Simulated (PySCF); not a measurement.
oxepine (C₆H₆O), SMILES C1=CC=COC=C1. Coordinates come from a PBE-D3(BJ)/def2-SVP optimisation.

All values below come from PySCF with PBE-D3(BJ)/def2-SVP.

Harmonic wavenumbers (cm⁻¹): 163, 230, 347, 382, 439, 614, 722, 729, 747, 813, 871, 895, 909, 917, 953, 972, 974, 1069, 1178, 1183, 1218, 1301, 1369, 1409, 1598, 1621, 1651, 3079, 3085, 3093, 3106, 3110, 3116. Rotational constants (GHz): 3.959, 3.740, 2.060; symmetry number 1.

### Question
Work out the zero-point energy and the ideal-gas rigid-rotor harmonic-oscillator thermochemistry at 298.15 K and 1 atm.

### Answer
ZPE = ½ Σ hcν = ½ × 43863 cm⁻¹ = 262.36 kJ/mol. H − E(el) = 280.38 kJ/mol. Entropy in J/(mol K): translation 165.42, rotation 111.95, vibration 41.97, total 319.35. G − E(el) = 185.17 kJ/mol. Cp = 103.56 J/(mol K).
